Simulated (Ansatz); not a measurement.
Cartesian coordinates in Å:
```
C -1.3392 0.3435 1.9002
Si -1.4501 -0.3370 0.1725
Cl -3.4044 -0.1874 -0.4810
C -0.3874 0.6151 -1.0398
C 1.0812 0.7845 -0.6490
Ge 2.1030 -0.8768 -0.5095
Cl 1.6723 -2.0486 -2.2756
H -2.0243 -0.1853 2.5659
H -0.3265 0.2247 2.2959
H -1.5950 1.4054 1.9191
H -1.1068 -1.7816 0.1628
H -0.8539 1.5990 -1.1676
H -0.4669 0.1148 -2.0104
H 1.6049 1.4045 -1.3823
H 1.1823 1.2941 0.3152
H 1.6928 -1.7444 0.6913
H 3.6180 -0.6244 -0.5076
```

The species carries charge 0 and has multiplicity 1.

(1) List the PBE0/def2-TZVPP orbital energies in eV (Ansatz 0.2.0). (An estimate is asked.)

## Answers

(1) The calculation gave: Occupied: -10860.72, -2767.09, -2767.05, -1803.23, -1358.95, -1208.79, -1208.75, -1208.74, -278.88, -278.36, -278.07, -258.95, -258.89, -197.22, -197.18, -197.09, -197.09, -197.03, -197.03, -171.69, -145.48, -121.56, -121.45, -121.42, -100.20, -100.11, -100.10, -34.40, -34.33, -34.31, -34.22, -34.21, -22.93, -22.67, -21.71, -19.94, -17.98, -15.27, -14.14, -12.92, -12.55, -11.84, -11.68, -11.25, -10.49, -10.44, -10.28, -10.06, -9.66, -9.46, -8.72, -8.66, -8.63, -8.23. Lowest empty: -0.11, 0.30, 0.82, 0.90, 1.38, 1.64, 2.04, 2.23.
